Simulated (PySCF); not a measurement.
# `C#C[C@H](C)C(F)=C(F)F`: 4 charge schemes on one density

Compound: C₆H₅F₃.
Structure used (GFN2-xTB), in Å, numbered top down from 1:
```xyz
14
C6H5F3 angstrom
C      1.7166    1.6962    0.8176
C      1.0981    0.6890    0.6361
C      0.3548   -0.5391    0.3984
C      0.6927   -1.1117   -0.9862
C     -1.1244   -0.2878    0.5301
F     -1.7964   -1.1505    1.3178
C     -1.8043    0.6787   -0.0727
F     -1.2478    1.5699   -0.8838
F     -3.1081    0.8939    0.0346
H      2.2597    2.5788    0.9790
H      0.6236   -1.2696    1.1703
H      0.4443   -0.3903   -1.7604
H      1.7560   -1.3292   -1.0433
H      0.1346   -2.0287   -1.1597
```

Density: PBE0/pcSseg-1 (PySCF); schemes: Mulliken, IAO, Hirshfeld and ESP-fitted. Geometry: GFN2-xTB, one conformer, isolated molecule.

Problem. Give the atomic charges in each scheme.

Solution. In e; atoms taken as equivalent share a row and are averaged (×n: the atom named and its like, n in all):

| atom | environment | Mulliken | IAO | Hirshfeld | ESP-fitted |
| --- | --- | --- | --- | --- | --- |
| C1 | terminal alkyne carbon | -0.379 | -0.235 | -0.113 | -0.324 |
| C2 | alkyne carbon | +0.295 | -0.033 | -0.046 | -0.235 |
| C3 | allylic carbon | -0.303 | -0.135 | -0.012 | +0.456 |
| C4 | methyl carbon | -0.192 | -0.408 | -0.113 | -0.540 |
| C5 | vinylic C–F carbon | +0.146 | +0.191 | +0.050 | -0.094 |
| F6 | vinyl fluorine | -0.266 | -0.260 | -0.081 | -0.146 |
| C7 | =CF2 carbon | +0.569 | +0.504 | +0.145 | +0.349 |
| F8 | vinyl fluorine | -0.234 | -0.238 | -0.055 | -0.132 |
| F9 | vinyl fluorine | -0.239 | -0.233 | -0.069 | -0.133 |
| H10 | alkyne hydrogen | +0.044 | +0.204 | +0.094 | +0.288 |
| H11 | methine hydrogen | +0.174 | +0.186 | +0.064 | +0.057 |
| H12/H13/H14 | methyl hydrogen | +0.129 | +0.153 | +0.045 | +0.151 |

Mean size of the charges over all atoms: Mulliken 0.231 e, ESP-fitted 0.229 e, IAO 0.220 e, Hirshfeld 0.070 e. Each set sums to the total charge, 0, to within 0.001 e. The Mulliken scheme gives each basis function's population to the atom it is centred on and halves the overlap population of two atoms between them.

Lowest charge. The schemes don't all agree: Mulliken C1 (-0.379); IAO C4 (-0.408); Hirshfeld C1 and C4 (-0.113); ESP-fitted C4 (-0.540).

Highest charge. The schemes don't all agree: Mulliken C7 (+0.569); IAO C7 (+0.504); Hirshfeld C7 (+0.145); ESP-fitted C3 (+0.456).

Problem. How closely do the schemes follow one another over all atoms?

Solution. Correlation coefficient and root-mean-square difference: IAO with Hirshfeld 0.97, 0.173 e; Mulliken with IAO 0.87, 0.130 e; Mulliken with Hirshfeld 0.80, 0.207 e; Hirshfeld with ESP-fitted 0.78, 0.212 e; IAO with ESP-fitted 0.69, 0.203 e; Mulliken with ESP-fitted 0.39, 0.293 e.

Problem. Sum the charges by element.

Solution. 
```csv
element,atoms,Mulliken,IAO,Hirshfeld,ESP-fitted
C,6,+0.136,-0.116,-0.089,-0.388
F,3,-0.739,-0.731,-0.204,-0.410
H,5,+0.603,+0.848,+0.293,+0.798
```

Problem. How many electrons does the Mulliken scheme count on C7?

Solution. Z − q = 6 − (+0.569) = 5.431.
